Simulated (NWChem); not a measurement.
System: CH$_{3}$BiCl$_{2}$O; SMILES [O]([Bi]([Cl])[Cl])C

```xyz
8

Bi    -0.1525     0.0007    -0.5244
Cl    -0.7429     1.8817     1.0069
Cl    -0.7500    -1.8793     1.0053
O      1.9233    -0.0037    -0.2095
C      2.4614    -0.0071     1.1028
H      2.1527    -0.9073     1.6824
H      3.5687    -0.0128     1.0108
H      2.1620     0.8957     1.6830
```
Atoms are numbered in this order, from 1.

All runs: NWChem. Medium grid unless said otherwise, to which SCAN and Minnesota functionals are sensitive. Structure relaxed at the PBE-D3(BJ)/def2-SVP level. Not confirmed as a minimum by frequencies. def2 effective core potentials on Bi; no spin-orbit coupling. Hybrids' shares of exact exchange are those that their runs print; pure functionals count as 0. The functionals differ in more than this share.

| row | share of exact exchange | highest occupied level (eV) |
|---|---|---|
| PBE/def2-SVP | 0.00 | -6.35 |
| PW91/def2-SVP | 0.00 | -6.41 |
| B3LYP/def2-SVP | 0.20 | -7.63 |
| PBE0/def2-SVP | 0.25 | -7.96 |
| PW6B95/def2-SVP | 0.28 | -8.06 |
| MN15/def2-SVP | 0.44 | withheld |
| BHandHLYP/def2-SVP | 0.50 | -9.43 |

**Question.** Fit a straight line of the last column on the one before it, predict the withheld value, and compare with the run.

**Answer.** 
1. Means of the 6 shown rows: x = 0.205, y = -7.640. Slope Σ(x − x̄)(y − ȳ)/Σ(x − x̄)² = -1.091/0.1788 = -6.101; intercept -6.389.
2. The shown rows scatter about the line by 0.032 (root mean square); the largest residual is -0.05, at PBE0/def2-SVP.
3. At x = 0.44 (MN15/def2-SVP; inside the shown range) the line gives -9.07.
4. The run gives -8.74, +0.33 from the line, 10.5 times the scatter.
